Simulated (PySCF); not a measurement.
CuH, SMILES [CuH] (connectivity only; charge and spin as stated), neutral, multiplicity 1.

The structure is a stationary point at PBE0-D3(BJ)/def2-TZVPD. The spin state was assumed, not searched.

Two levels are set side by side: TDDFT-PBE/def2-TZVPD (PySCF) and TDDFT-B3LYP/def2-TZVPD (PySCF). Vertical, same geometry. The lowest singlet is HOMO−1→LUMO 100 % with PBE and HOMO→LUMO 94 % with the other functional; states are paired by order. Differences are taken from unrounded values.

| quantity | TDDFT-B3LYP | TDDFT-PBE | TDDFT-PBE minus TDDFT-B3LYP |
|---|---|---|---|
| lowest singlet excitation (eV) | 3.03 | 2.97 | -0.06 |
| lowest triplet excitation (TDA) (eV) | 2.24 | 2.18 | -0.05 |
| first bright state (f over 0.05) (eV) | 5.37 | 4.97 | -0.41 |
| its oscillator strength | 0.15 | 0.07 | -0.08 |

Rough cost on one machine, each run with all the roots and properties that it gave: TDDFT-B3LYP against TDDFT-PBE within a factor of 2.
